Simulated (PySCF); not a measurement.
# C2N2Zn: core ionisation energies

Zn(CN)2, C2N2Zn (singlet state).
Cartesian coordinates in Å at the PBE0-D3(BJ)/def2-SVP level; atoms count from 1:
```
atom  x, y, z in Å
Zn1    0.0048    0.0051    0.0000
C2     0.0045    0.0118    1.8897
N3    -0.0020    0.0149    3.0506
C4    -0.0009   -0.0096   -1.8897
N5    -0.0064   -0.0222   -3.0505
```

Computed, not measured: delta-SCF UKS SCAN, pcX-2 on the ionised atom (unc-x2c-TZVPall on a metal), pcseg-1 elsewhere, spin-free X2C in PySCF 2.14.0. These are vertical core ionisation energies against the vacuum level, from separate self-consistent calculations with and without the core hole.

**Question.** What binding energy does each computed site have?

**Answer.** 
```
atom(s)                environment  level  binding energy (eV)  count
  C2/C4  carbon bonded to N and Zn   C 1s               292.33      2
  N3/N5       nitrogen bonded to C   N 1s               405.91      2
```

**Question.** Which photon wavelength matches the C 1s of C2/C4 threshold?

**Answer.** λ = hc/E = 12398.42 eV Å / 292.33 eV = 42.412 Å.

**Question.** Which effective nuclear charge Zeff reproduces each element's mean 1s value in the hydrogen-like formula E = 13.606 eV × Zeff²?

**Answer.** C (Z = 6): mean 292.3 eV, Zeff = 4.64, Z − Zeff = 1.36; N (Z = 7): mean 405.9 eV, Zeff = 5.46, Z − Zeff = 1.54. Means run over the listed sites, weighted by atom count.

The first atom of each set that the bonding makes equivalent was ionised and stands for the set. Not every level is listed. No level of zinc is listed. Geometry: PBE0-D3(BJ)/def2-SVP; no solvent, vibrations or thermal averaging. Metal 2p energies of this one-determinant scheme are less reliable than its 1s energies.

Time: 12 s. Hardware: an x86-64 server with one thread, shared host.
